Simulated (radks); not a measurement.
Results of a calculation; reference values are marked as such.
Question: Ni3+, 25 electrons, occupied as [Ar] 3d7 (the NIST ground configuration). Level of theory: scalar-relativistic Kohn-Sham, LDA (Slater exchange, Perdew-Wang correlation), spin-polarised, spherical densities, finite nucleus; open shells are filled with parallel spins first; Fermi nuclear charge, rms radius 3.7757 fm (a radial shooting solver on a logarithmic mesh with Libxc functionals). Some entries of the table are withheld. Estimate them.

| orbital | occ. | eigenvalue (eV) | <r> (bohr) |
|---|---|---|---|
| 1s up | 1 | -8235.163 | 0.05418 |
| 1s down | 1 | -8235.143 | 0.05417 |
| 2s up | 1 | -1020.914 | 0.2456 |
| 2s down | 1 | -1018.982 | 0.2453 |
| 2p up | 3 | (1) | 0.2157 |
| 2p down | 3 | (2) | 0.2154 |
| 3s up | 1 | -151.5632 | 0.7360 |
| 3s down | 1 | -148.0108 | 0.7384 |
| 3p up | 3 | -112.0888 | 0.7686 |
| 3p down | 3 | -108.6237 | 0.7726 |
| 3d up | 5 | -48.7690 | 0.8872 |
| 3d down | 2 | -45.5021 | 0.9081 |

Answer: 
(1) 2p up eigenvalue (eV): -885.0182
(2) 2p down eigenvalue (eV): -883.5309
